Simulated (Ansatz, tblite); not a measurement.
Spin states of the cluster SeS₃⁻ (the lowest doublet isomer of a short search), each relaxed with r2SCAN-D4/def2-SVPD in Ansatz. Electronic energies in the gas phase.

The xTB rows come from tblite. Correlated methods freeze 24 core orbitals; core or outer-core shells of Se are correlated, in sets that lack core-valence functions. The rows differ in basis, and correlated rows in double-zeta sets carry the largest basis error. In CCSD on the charge -1 doublet the largest single amplitude is 0.34, so its Hartree–Fock determinant may place the open shell otherwise than the density functionals do. In the quartet geometry the species has come apart into loosely held pieces. The structure comes from a short search, and lower isomers may exist.

Doublet geometry (Cs within 0.1 Å):

```xyz
4

S    -2.1854   -1.1739   -1.0311
S     1.0407   -0.4083    0.3516
S     2.1489    1.1299    1.0061
Se   -1.0042    0.4522   -0.3266
```

Quartet geometry:

| atom | x (Å) | y (Å) | z (Å) |
| --- | --- | --- | --- |
| S1 | 0.6270 | 0.3008 | 3.0756 |
| S2 | 0.5626 | -0.2811 | -2.2141 |
| S3 | -1.3814 | -0.1201 | -1.8759 |
| Se4 | 0.1918 | 0.1005 | 1.0144 |

⟨S²⟩: doublet 0.75 at PBE0-D4/def2-TZVPD (pure 0.75), quartet 3.77 at PBE0-D4/def2-TZVPD (pure 3.75).

Run but left out: HF/STO-3G, HF/def2-SVPD, HF/def2-TZVPD, MP2/def2-SVPD, MP2/def2-TZVPD (doublet: a determinant that CCSD turns far, T1 0.047).

Only these spin states were relaxed. The quartet has fallen apart into loose fragments. The quartet has other bonds than the doublet, so the gap mixes isomer and spin.

```csv
level,quartet − doublet (kJ/mol),lowest of these,remarks
GFN1-xTB,194.4,doublet,–
r2SCAN0-D4/def2-TZVPD,65.4,doublet,–
B2PLYP/def2-TZVPD,70.7,doublet,–
CCSD(T)/def2-SVPD,49.7,doublet,large T1 (0.047) (doublet)
```

**Question.** Estimate the rows for GFN2-xTB, PBE-D4/def2-TZVPD, PBE0-D4/def2-TZVPD, RPA@PBE/def2-TZVPD.

**Answer.** 
```json
{"level": "GFN2-xTB", "quartet − doublet (kJ/mol)": "116.9", "lowest of these": "doublet"}
{"level": "PBE-D4/def2-TZVPD", "quartet − doublet (kJ/mol)": "83.9", "lowest of these": "doublet"}
{"level": "PBE0-D4/def2-TZVPD", "quartet − doublet (kJ/mol)": "76.2", "lowest of these": "doublet"}
{"level": "RPA@PBE/def2-TZVPD", "quartet − doublet (kJ/mol)": "63.0", "lowest of these": "doublet"}
```

The xTB methods have no term that favours high spin, so they put low spin too low.
